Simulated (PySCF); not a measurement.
(Z)-1-chlorobut-1-ene (C4H7Cl), SMILES C(/CC)=C/Cl.

The structure is a stationary point at PBE-D3(BJ)/def2-SVP. One conformer was computed; it need not be the lowest.

Method: PBE/def2-TZVP (PySCF).

Gas-phase values at a fixed geometry.

The total energy comes out as -616.48287 hartree, the highest occupied level comes out as -5.99 eV and the lowest empty level is -1.06 eV. The orbital gap comes out as 4.93 eV. The dipole moment is 0.310 e·Å. The quadrupole, principal values (traceless, Buckingham form, about the centre of nuclear charge) is -3.25, -0.40, 3.65 D·Å. The mean static polarisability comes out as 64.4 bohr³ (9.54 Å³). The polarisability, principal values is 48.0, 60.4, 84.8 bohr³.
